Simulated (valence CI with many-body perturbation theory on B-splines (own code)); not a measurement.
**Questions on Dy XXVI**

Computed by relativistic CI+MBPT: five valence electrons over a frozen Dirac-Fock core [Kr], a basis of 7 s, 7 p, 8 d, 6 f, 4 g, 1 h functions for each j, with the one-electron correlation potential Σ1, the two-electron term Σ2, the three-electron term Σ3, Breit, model QED; selected CI, second order for the rest, scaled by the run's own slope (own B-spline code, finite nucleus).

No measured spectrum was set against this ion. As an estimate, terms of the open shell hold to 2 to 4 % of their energy, and close levels can change places. Among the levels kept, up to 490 cm⁻¹ of a level comes from second order outside the variational space, and about a tenth of that is noise between levels of different J, which matters for small intervals. Only levels of the ground parity were solved; by the run's estimate the other parity begins above the list, which can be wrong where configurations are misplaced.

Levels are named by their leading jj configuration (3d3/2^4 stands for four electrons in 3d with j = 3/2), which in mixed levels can hold well under half, so a name can repeat and another be missing.

Rates and lifetimes use the calculated energies. Strong lines usually hold to 10 to 20 %, long lifetimes can be off by a factor of two.

What is the ground level?

(4d3/2^4 4d5/2) J=5/2, composition 36 % 4d5 6S + 30 % 4d5 4P + 13 % 4d5 2D, g = 1.585.

What is the ionisation energy?

872.61 eV; NIST lists 872 ± 4 eV (theoretical).

How well does LS coupling describe the low levels?

Among the lowest 20 levels the leading LS term, summed over configurations, holds 50 % on average. For single configurations the figures are 49 % in LS and 85 % in jj coupling. Terms mix most in the J = 5/2 level at 48598 cm⁻¹, where the leading one holds 33 %.
